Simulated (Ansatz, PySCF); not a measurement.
C5H7Cl, SMILES ClC=C=C(C)C. Atoms are numbered in the order given.

```xyz
13

C     -2.0353     1.3750    -0.5072
C     -1.3792     0.1434     0.0623
C     -2.2542    -1.0739     0.2176
C     -0.1063     0.1318     0.4081
C      1.1554     0.1206     0.7523
Cl     2.4498    -0.3229    -0.3541
H     -2.4449     1.1580    -1.5088
H     -1.3340     2.2158    -0.5892
H     -2.8858     1.6827     0.1255
H     -1.7042    -1.9269     0.6363
H     -3.1117    -0.8476     0.8748
H     -2.6712    -1.3687    -0.7609
H      1.5275     0.3818     1.7481
```
Charge 0, spin multiplicity 1.

The structure is a stationary point at r2SCAN-D4/def2-SVP.

Two levels are set side by side: PBE-D3(BJ)/def2-SVP (Ansatz, a quantum-chemistry and plane-wave program) and r2SCAN-D4/def2-SVP (Ansatz). Each level has its own optimised geometry; the coordinates shown are those of the second. Frequencies come from the Hessian of PySCF at each geometry. Differences are taken from unrounded values.

```csv
quantity,r2SCAN-D4
mean bond length (Å),1.259
bond C1–C2 (Å),1.507
bond C2–C3 (Å),1.507
bond C2–C4 (Å),1.319
bond C4–C5 (Å),1.308
bond C5–Cl6 (Å),1.760
bond C1–H7 (Å),1.104
bond C1–H8 (Å),1.098
bond C1–H9 (Å),1.104
bond C3–H10 (Å),1.098
bond C3–H11 (Å),1.104
bond C3–H12 (Å),1.104
bond C5–H13 (Å),1.095
highest harmonic wavenumber (cm⁻¹),3188
mean harmonic wavenumber (cm⁻¹),1367
zero-point energy (kcal/mol),64.49
```

**Question.** What does PBE-D3(BJ) give, and how far is it from r2SCAN-D4? (The exact figures need the calculation; the answer reports its results.)

**Answer.** 
```csv
quantity,PBE-D3(BJ),PBE-D3(BJ) minus r2SCAN-D4
mean bond length (Å),1.265,0.007
bond C1–C2 (Å),1.512,0.005
bond C2–C3 (Å),1.512,0.005
bond C2–C4 (Å),1.326,0.007
bond C4–C5 (Å),1.315,0.007
bond C5–Cl6 (Å),1.762,0.003
bond C1–H7 (Å),1.111,0.008
bond C1–H8 (Å),1.105,0.007
bond C1–H9 (Å),1.111,0.008
bond C3–H10 (Å),1.105,0.007
bond C3–H11 (Å),1.111,0.008
bond C3–H12 (Å),1.111,0.008
bond C5–H13 (Å),1.102,0.007
highest harmonic wavenumber (cm⁻¹),3113,-75
mean harmonic wavenumber (cm⁻¹),1332,-35
zero-point energy (kcal/mol),62.85,-1.63
```
